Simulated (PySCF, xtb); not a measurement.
Ti(F)4(OH2) (F₄H₂OTi), SMILES [OH2]->[Ti]([F])([F])([F])[F], multiplicity 1.

GFN2-xTB (xtb 6.7.1) at its own geometry gives an orbital gap of 5.32 eV and a dipole moment of 5.73 D.

Coordinates come from a PBE0-D3(BJ)/def2-SVP optimisation. The spin state was assumed, not searched.

**Question.** What does PBE/def2-TZVP run with PySCF give? (The exact figures need the calculation; the answer reports its results.)

**Answer.** gap 5.50 eV (levels -8.90 and -3.41 eV), dipole 4.00 D.
